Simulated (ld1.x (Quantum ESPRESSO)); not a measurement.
# What one change does to a pseudopotential (scandium, TM)

ld1.x (Quantum ESPRESSO) 7.5 input, shortened:

```
&input
   title='Sc', zed=21., rel=1, dft='WC', iswitch=3,
   config='[Ar] 3d1.5 4s1.5 4p0'
 /
 &inputp
   pseudotype=2, tm=.true., lloc=0,
   nlcc=.true., new_core_ps=.true., rcore=1.85
 /
3
4P  2  1   0.00   0.00  3.10  3.10  0.0
3D  3  2   1.50   0.00  2.35  2.35  0.0
4S  1  0   1.50   0.00  2.20  2.20  0.0
 &test
   configts(1)='3d1.5 4s1.5 4p0'
 /
```

Change: local potential all-electron potential smoothed inside 2.75 bohr (lloc = -2).

Cutoffs: the cutoffs (Ry, on a coarse ladder) from which the occupation-weighted sum of valence levels, in a spherical-Bessel basis at the reference potential, stays within 10 and 1 mRy of its value at 400 Ry; they do not see the model core or the augmentation charge, which bear on the density cutoff. Errors are all-electron minus pseudo energies relative to the spin-unpolarised reference configuration.

Problem. How do hardness, ghosts and transferability respond?

Solution. The potential gets neither clearly harder nor softer (35 Ry and 45 Ry → 35 Ry and 45 Ry); the d channel sets the loose cutoff, while the largest relative change is in s, which becomes harder; of the 7 tests that both files solve, the error grows in 0 and shrinks in 2 by more than 15 % and 0.3 meV (median size 50.0 → 43.9 meV); the range in which the p phases agree narrows (upper end 2.7 → 0.8); neither file shows a bound ghost.

| quantity | base | changed |
| --- | --- | --- |
| cutoff, loose | 35 Ry | 35 Ry |
| cutoff, tight | 45 Ry | 45 Ry |
| loose cutoff by channel (10 mRy a level) | d 35 Ry, s 10 Ry | s 12 Ry, d 35 Ry |
| bound ghosts | none | none |
| error for 3d1 4s2 4p0, meV [ΔE -0.68 eV] | -20 | -18 |
| error for 3d1 4s1 4p0, meV [ΔE 6.23 eV] | -20 | -15 |
| error for 3d1 4s0 4p0, meV [ΔE 18.81 eV] | -123 | -111 |
| error for 3d1 4s1 4p1, meV [ΔE 2.13 eV] | -51 | -44 |
| error for 3d2 4s1 4p0, meV [ΔE 0.99 eV] | -18 | -16 |
| error for 3d1 4s0 4p1, meV [ΔE 9.64 eV] | -105 | -74 |
| error for 3d0 4s2 4p0, meV [ΔE 7.74 eV] | +50 | +48 |
| s: phases at 3.36 bohr within 0.05 rad from the reference energy up to (Ry; the scan ends near 5) | 0.6 | 0.6 |
| p: phases at 3.36 bohr within 0.05 rad from the reference energy up to (Ry; the scan ends near 5) | 2.7 | 0.8 |
| d: phases at 3.36 bohr within 0.05 rad from the reference energy up to (Ry; the scan ends near 5) | 0.5 | 0.6 |
